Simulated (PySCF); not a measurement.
A GIAO shielding run with PySCF 2.14.0 with density-fitted response routines (density fitting, non-relativistic, gas phase) on `BBCBSB`, CH8B4S:

```
$ OMP_NUM_THREADS=1 python probes_run.py task.json out

{"job": {"kind": "nmr", "xc": "PBE0", "basis": "cc-pVDZ", "pop": true}, "charge": 0, "multiplicity": 1}
B     -2.678062     1.170146    -0.107965
B     -1.681637    -0.117473    -0.401331
C     -0.738041    -0.798620     0.657767
B      0.702779    -0.678278     0.087262
S      1.877711     0.488664     0.848500
B      3.371523     0.290227    -0.125242
H     -2.300157     2.314616    -0.243907
H     -3.832586     1.023547     0.232834
H     -1.661059    -0.567745    -1.533669
H     -0.861539    -0.438008     1.687714
H     -0.994508    -1.874312     0.576511
H      1.064745    -1.306573    -0.876555
H      3.406394    -0.484260    -1.046221
H      4.317848     0.964104     0.194308
```

Hardware: 1 thread of an Arm Neoverse V1, shared host. The job also computes population analyses, field gradients.

Task: How large is the calculation?

Result: 50 electrons, 128 basis functions and 698 auxiliary functions.

Task: How long does it take, and how much memory does it need?

Result: 23 s of wall time, with 12 SCF cycles and 5 response iterations; peak memory 0.69 GiB. Times on a shared host scatter by some tens of per cent.

Task: And these other runs on the same molecule and hardware: GIAO shielding at B3LYP/pcSseg-1; GIAO shielding at B97-D/pcSseg-1; GIAO shielding at BLYP/pcSseg-1; GIAO shielding at BP86/pcSseg-1; GIAO shielding at HF/pcSseg-1; GIAO shielding at KT2/pcSseg-1?

Result: B3LYP/pcSseg-1: 149 functions, 13 s; B97-D/pcSseg-1: 149 functions, 19 s; BLYP/pcSseg-1: 149 functions, 19 s; BP86/pcSseg-1: 149 functions, 19 s; HF/pcSseg-1: 149 functions, 6.8 s; KT2/pcSseg-1: 149 functions, 20 s.
